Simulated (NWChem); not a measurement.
C2H2BFO2; SMILES O=C1OCB1F

```xyz
8

O      1.2553    -1.5931     0.0000
C      0.4099    -0.7590     0.0000
O     -0.9506    -0.9900     0.0000
C     -1.4101     0.3929     0.0000
B      0.1062     0.8324     0.0000
F      0.7838     1.9417     0.0000
H     -2.0109     0.6123     0.8971
H     -2.0109     0.6123    -0.8971
```
Atoms are numbered in this order, from 1.

All runs: NWChem. The geometry was optimised at PBE0/def2-SVP.

For level PBE/def2-SVP:

```
Property                     Result
---------------------------  ------
highest occupied level (eV)   -6.22
orbital gap (eV)               2.91
dipole (D)                     3.47
```

Q: What are these values for level TPSSh/def2-SVP?

A: The highest occupied level (eV) is -6.98 and the orbital gap (eV) comes out as 4.12. The dipole (D) is 3.65.
